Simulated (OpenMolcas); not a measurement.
Os III.

| Item | Value |
| --- | --- |
| Program | OpenMolcas 26.06 |
| Basis | ANO-RCC-VTZP [8s7p5d3f2g1h] |
| Scalar Hamiltonian | DKH2, point nucleus |
| Active space | 6 electrons in 5 orbitals (5d) |
| State averaging | 2S+1 = 5 even, 5 roots; 2S+1 = 3 even, 45 roots; 2S+1 = 1 even, 50 roots |
| Spin-orbit coupling | RASSI with atomic mean-field integrals over the reference wave functions, term energies averaged over their components |

Two sets of levels on these reference wave functions, in cm-1 above 5d6 5D4: one from CASSCF and one from MS-CASPT2, IPEA 0.25 Eh, imaginary shift 0.1 Eh (closed shells correlated: 5s 5p).

```tsv
Level	Set 1	Set 2
5d6 5D4	0.0	0.0
5d6 5D3	4430	4550
5d6 5D2 [71 %]	5230	4740
5d6 5D1	7150	7040
5d6 5D0	7630	7370
5d6 3H6	18490	17310
5d6 3H5 [50 %]	18700	16960
5d6 3P2(1) [55 %]	18990	16820
5d6 3F3(1) [54 %]	22030	19540
5d6 3F2(1)	23060	20410
5d6 3G5 [50 %]	27020	25120
5d6 3G4 [66 %]	28050	25170
5d6 3D1 [51 %]	28220	24220
5d6 3D2 [71 %]	29810	25350
5d6 3D3	31180	26490
5d6 1I6	31300	29450
```

Question: Which set is which?

Answer: Set 2 is MS-CASPT2. Its levels of the other terms of 5d6 lie at 0.85 to 0.94 of the other set's values, as expected, since terms of lower spin or lower L gain more correlation energy than the Hund ground term.

Term energies are means over components that CASPT2 splits; among the terms shown or strongly mixed into the levels shown the widest spread is 1300 cm-1 (5d6 1I, MS-CASPT2). Configurations with an s electron lie low in 5d ions of this charge, fall among these levels and mix in, so low-spin terms can stand far too high, up to twice their true height, and weights are not those of the real levels. Without dynamic correlation excited terms often stand tens of per cent too high (terms of higher spin than the ground term too low), and those without a measured partner can miss by more than the paired ones (holds for CASSCF). The CASPT2 spread within a term exceeds the gap to the next term for 5d6 1G(1) and 5d6 1I, so the order of their levels is uncertain (holds for MS-CASPT2). Levels of configurations outside the active space are missing. Levels that lie high or do not pair safely by name in every column are left out.

A share in square brackets marks a mixed level and gives the weight of the term that names it, the lowest over the columns. A number in round brackets counts repeated terms of one configuration in the order of the reference energies.
